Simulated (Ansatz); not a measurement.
System: SiN, charge 0, multiplicity 2. SMILES: N#[Si]
Structure (B3LYP-D3(BJ)/def2-TZVP (Ansatz, a quantum-chemistry and plane-wave program) minimum search):
```
Si
N 1 1.5675
```
Charge 0, spin multiplicity 2.

Parts of the frozen-core correlation energy in cc-pV(D+d)Z (Ansatz, hartree). Frozen orbitals: 6; correlated occupied orbitals by spin: 5 and 4; virtual: 26 and 27. UHF or UKS for open shells. No spin-orbit coupling. Non-relativistic.

```
term                            value
-------------------------  ----------
reference (HF)             -343.27731
MP2 opposite-spin            -0.14406
MP2 same-spin                -0.05509
CCSD correlation             -0.23819
(T)                          -0.01226
CCSDT minus CCSD(T)          -0.00322
CCSDT(Q) minus CCSD(T)       -0.00556
T1 diagnostic                   0.080
largest doubles amplitude       0.095
<S^2> of the reference          1.197
```
